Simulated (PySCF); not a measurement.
Nb(OH)4(SH) (H5NbO4S), SMILES [OH][Nb]([OH])([OH])([OH])[SH], multiplicity 1. Geometry: PBE-D3(BJ)/def2-SVP. The spin state was assumed, not searched. The def2 effective core potentials stand for the cores of Nb; spin–orbit coupling is left out. One conformer was computed; it need not be the lowest.

Computed equilibrium geometry at PBE-D3(BJ)/def2-SVP (PySCF confirms it by a frequency run) as Cartesian coordinates in Å (one conformer of several):
```xyz
11

Nb     0.1587    -0.2266    -0.1579
O      1.5221     1.0936    -0.2837
H      1.7269     2.0250    -0.1049
O      1.2705    -1.5120     0.7199
H      2.2224    -1.3412     0.8457
O     -0.0151    -0.4275    -2.0536
H     -0.7629    -0.9354    -2.4202
O     -1.4715    -1.1340     0.2286
H     -2.3098    -0.9728     0.6952
S     -1.1006     1.4891     1.0921
H     -0.2210     2.5288     1.0949
```
